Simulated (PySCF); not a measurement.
C3H6F2O, SMILES COC(F)(F)C. The structure is a stationary point at PBE0-D3(BJ)/def2-SVP. One conformer was computed; it need not be the lowest.

These are PBE0-D3(BJ)/def2-SVP in PySCF 2.14.0 values and carry that method's errors.

Harmonic wavenumbers (cm⁻¹): 84, 172, 242, 279, 378, 385, 520, 594, 600, 821, 955, 972, 1160, 1179, 1195, 1224, 1301, 1307, 1417, 1448, 1457, 1467, 1481, 1488, 3038, 3090, 3130, 3186, 3200, 3203. Rotational constants (GHz): 5.010, 2.980, 2.904; symmetry number 1.

### Question
Work out the zero-point energy and the ideal-gas rigid-rotor harmonic-oscillator thermochemistry at 298.15 K and 1 atm.

### Answer
ZPE = ½ Σ hcν = ½ × 40974 cm⁻¹ = 245.08 kJ/mol. H − E(el) = 264.94 kJ/mol. Entropy in J/(mol K): translation 165.68, rotation 110.49, vibration 57.94, total 334.12. G − E(el) = 165.33 kJ/mol. Cp = 103.30 J/(mol K). Modes under 150 cm⁻¹ make the vibrational entropy uncertain.
